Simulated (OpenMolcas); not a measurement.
**Cu VIII: effect of correlating more closed shells**

```yaml
Program: OpenMolcas
Basis: ANO-RCC-VQZP [7s6p4d3f2g1h]
Scalar_Hamiltonian: DKH2, point nucleus
Active_space: 4 electrons in 10 orbitals (3d 4d)
State_averaging: 2S+1 = 5 even, 5 roots; 2S+1 = 3 even, 45 roots; 2S+1 = 1 even, 44 roots
Spin-orbit_coupling: RASSI with atomic mean-field integrals over the reference wave functions, term energies averaged over their components
```

Methods on the same reference wave functions:
A. CASSCF
B. MS-CASPT2, IPEA 0.25 Eh, imaginary shift 0.1 Eh (closed shells correlated: none)
C. MS-CASPT2, IPEA 0.25 Eh, imaginary shift 0.1 Eh (closed shells correlated: 3s 3p)

Energies in cm⁻¹ above 3d⁴ ⁵D₀.

```
     Level      A      B      C
   3d⁴ ⁵D₀    0.0    0.0    0.0
   3d⁴ ⁵D₁    373    380    382
   3d⁴ ⁵D₂   1079   1092   1097
   3d⁴ ⁵D₃   2060   2080   2080
   3d⁴ ⁵D₄   3267   3280   3280
   3d⁴ ³H₄  36495  36200  35500
   3d⁴ ³H₅  37339  37070  36420
3d⁴ ³P₀(1)  37911  34770  33450
   3d⁴ ³H₆  38202  37960  37350
3d⁴ ³P₁(1)  40080  36950  35700
3d⁴ ³F₂(1)  42281  40190  38580
3d⁴ ³F₃(1)  42299  40320  38670
3d⁴ ³F₄(1)  42689  40740  39090
3d⁴ ³P₂(1)  43603  40480  39210
   3d⁴ ³G₃  46428  45090  43100
   3d⁴ ³G₄  47272  45960  43960
   3d⁴ ³G₅  47882  46670  44690
   3d⁴ ¹I₆  55608  55360  54440
3d⁴ ¹G₄(1)  58959  56900  53990
   3d⁴ ³D₃  59552  56870  52730
   3d⁴ ³D₂  59810  57100  53030
   3d⁴ ³D₁  60188  57510  53370
   3d⁴ ¹S₀  68020  64060  58160
   3d⁴ ¹D₂  72429  68260  67150
```

Between B and C the level of the table that moves most is 3d⁴ ¹S₀, by 5900 cm-1 (lowest in C, highest in B). Moves below CASPT2's spread within the term are not significant.

From A to B the spin-free energies of the other terms of 3d⁴ shown, above ⁵D, scale by factors of 0.92 to 0.99.

The lowest spin-free term lies below A's lowest term by 0.030 hartree in B, 0.406 hartree in C.

What an inner shell adds also hangs on whether the basis holds functions to correlate it.

Term energies are means over components that CASPT2 splits; among the terms shown or strongly mixed into the levels shown the widest spread is 810 cm-1 (3d⁴ ¹I, C). Active for correlation alone: 4d; no level in the range computed is led by a configuration that fills it, so any true level of that kind is missing. Without dynamic correlation excited terms often stand tens of per cent too high (terms of higher spin than the ground term too low), and those without a measured partner can miss by more than the paired ones (holds for A). The CASPT2 spread within a term exceeds the gap to the next term for 3d⁴ ³D and 3d⁴ ¹G(1), so the order of their levels is uncertain (holds for C). Only configurations of the active space appear. The table leaves out levels that lie high or whose names do not pair safely across all columns.

A number in round brackets counts repeated terms of one configuration in the order of the reference energies.
